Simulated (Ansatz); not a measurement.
`SC1NBO1`. The species carries charge 0 and has multiplicity 1.

Cartesian coordinates in Å:
```
S -0.2958 1.6621 1.1042
C -0.3804 0.0292 0.3503
N 0.9202 -0.5206 0.0798
B 0.5232 -0.5656 -1.2729
O -0.7292 0.0090 -1.0420
H -1.5990 1.7380 1.4207
H -1.0619 -0.6084 0.9180
H 1.6266 -0.7953 0.7336
H 0.9965 -0.9484 -2.2917
```

Q: What are the harmonic wavenumbers in cm⁻¹ at PBE0-D4/def2-TZVP (Ansatz, finite differences of forces, unscaled)? (An estimate is asked.)

A: Ansatz gave: 151, 233, 310, 337, 473, 757, 877, 895, 914, 939, 944, 1035, 1170, 1208, 1285, 1303, 1387, 2708, 2720, 3089, 3729.

Q: Is this a minimum?

A: Yes, all 21 modes are real.

Q: Give the ideal-gas thermochemistry at 298.15 K and 1 bar (rigid rotor, harmonic oscillator; point group C1, symmetry number 1).

A: Zero-point energy 158.3 kJ/mol; H(298) − E = 175.1 kJ/mol; entropy 310.0 J/(mol·K), of which translation 164.8, rotation 107.6, vibration 37.6; G(298) − E = 82.7 kJ/mol.

Q: Rotational constants (cm⁻¹)?

A: 0.3563, 0.103, 0.08865.
